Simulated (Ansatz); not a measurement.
Total energies of `C[O][GeH]([CH3])[SiH3]`.

```json
{"atom": "C1", "x (Å)": "-0.325", "y (Å)": "-2.310", "z (Å)": "-0.434"}
{"atom": "O2", "x (Å)": "0.418", "y (Å)": "-1.178", "z (Å)": "-0.803"}
{"atom": "Ge3", "x (Å)": "-0.236", "y (Å)": "0.442", "z (Å)": "-0.408"}
{"atom": "C4", "x (Å)": "0.973", "y (Å)": "1.669", "z (Å)": "-1.308"}
{"atom": "Si5", "x (Å)": "-0.294", "y (Å)": "0.717", "z (Å)": "1.970"}
{"atom": "H6", "x (Å)": "-1.333", "y (Å)": "-2.308", "z (Å)": "-0.873"}
{"atom": "H7", "x (Å)": "0.200", "y (Å)": "-3.197", "z (Å)": "-0.799"}
{"atom": "H8", "x (Å)": "-0.430", "y (Å)": "-2.406", "z (Å)": "0.655"}
{"atom": "H9", "x (Å)": "-1.668", "y (Å)": "0.513", "z (Å)": "-0.999"}
{"atom": "H10", "x (Å)": "0.648", "y (Å)": "2.701", "z (Å)": "-1.165"}
{"atom": "H11", "x (Å)": "1.981", "y (Å)": "1.556", "z (Å)": "-0.908"}
{"atom": "H12", "x (Å)": "0.988", "y (Å)": "1.446", "z (Å)": "-2.375"}
{"atom": "H13", "x (Å)": "-1.125", "y (Å)": "-0.337", "z (Å)": "2.613"}
{"atom": "H14", "x (Å)": "-0.879", "y (Å)": "2.044", "z (Å)": "2.306"}
{"atom": "H15", "x (Å)": "1.083", "y (Å)": "0.648", "z (Å)": "2.528"}
```

Charge 0, multiplicity 1. Correlated methods include outer-core shells of Ge, which these sets cover unevenly. Scalar relativity is left out up to krypton. Geometry: relaxed with PBE0-D4/def2-TZVP. It is one conformer, not always the lowest. Basis def2-TZVPP, the Gaussian-basis code of Ansatz.

RPA on PBE orbitals: Hartree–Fock energy of these orbitals -2520.72935 Eh, correlation -1.65030 Eh (frozen core).

| functional | energy without D4 (Eh) | D4 term (kJ/mol) |
| --- | --- | --- |
| LDA (SPW92) | -2518.37188 | – |
| revPBE | -2523.75889 | -87.4 |
| r2SCAN | -2523.90845 | -8.1 |
| B97M-V | -2523.55242 | – |
| r2SCAN0 | -2523.86852 | -9.6 |
| CAM-B3LYP | -2524.08691 | -27.4 |
| LC-ωPBE | -2523.58251 | – |
| ωB97X-V | -2523.75263 | – |
| ωB97M-V | -2523.80827 | – |
| PBE-QIDH | -2523.03508 | – |

(1) Give the same for PBE, BLYP, PBE0, B3LYP, r2SCANh, HSE06 (plane-wave form), BHLYP, B2PLYP. (Estimate.)

B3LYP takes the VWN-RPA correlation (the form of Gaussian; ORCA's B3LYP/G). HSE06 is the plane-wave form, built on full-range PBE exchange. The double hybrids freeze the cores in their second-order part.

Answers

(1) The calculation gave: 
```csv
functional,energy without D4 (Eh),D4 term (kJ/mol)
PBE,-2523.36165,-31.1
BLYP,-2524.01247,-66.3
PBE0,-2523.46502,-26.7
B3LYP,-2524.11262,-49.8
r2SCANh,-2523.89178,-8.7
HSE06 (plane-wave form),-2523.44985,-25.1
BHLYP,-2523.92258,-40.0
B2PLYP,-2523.41294,–
```

LC-ωPBE has ω = 0.4 bohr⁻¹.
